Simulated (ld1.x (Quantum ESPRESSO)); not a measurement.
# sulfur: excitation energies, all-electron against TM

```json
{
 "Element": "S (Z = 16)",
 "Generator": "ld1.x (Quantum ESPRESSO) 7.5",
 "Type": "norm-conserving Troullier–Martins (Kleinman–Bylander form)",
 "Functional": "PBE",
 "Relativity": "scalar-relativistic",
 "Frozen core": "[Ne]",
 "Valence charge": "6",
 "Reference configuration": "3s2 3p2 (charge +2)",
 "Partial waves": "3s (bound): rc 0.95 bohr; 3p (bound): rc 1.10 bohr",
 "Local potential": "all-electron potential smoothed inside 1.00 bohr (lloc = -1)",
 "Core correction": "a·sin(br)/r model core inside 0.55 bohr"
}
```

Energies are relative to the spin-unpolarised reference configuration 3s2 3p2; without spin polarisation the order of configurations can differ from experiment.

```
valence configuration  charge  ΔE all-electron (eV)  error AE − PS (meV)
              3s2 3p3      +1               -22.284                  +28
              3s2 3p1      +3                34.042                  +57
            3s2 3p4.3    -0.3               -35.761                  +81
              3s1 3p4      +1               -11.405                 +6.3
              3s0 3p6       0               -13.313                 +4.1
              3s1 3p5       0               -23.742                  +33
```

(1) What are ΔE and the potential's error for 3s2 3p4?

## Answers

(1) ΔE = -34.053 eV all-electron; the error (AE − PS) is +71 meV.
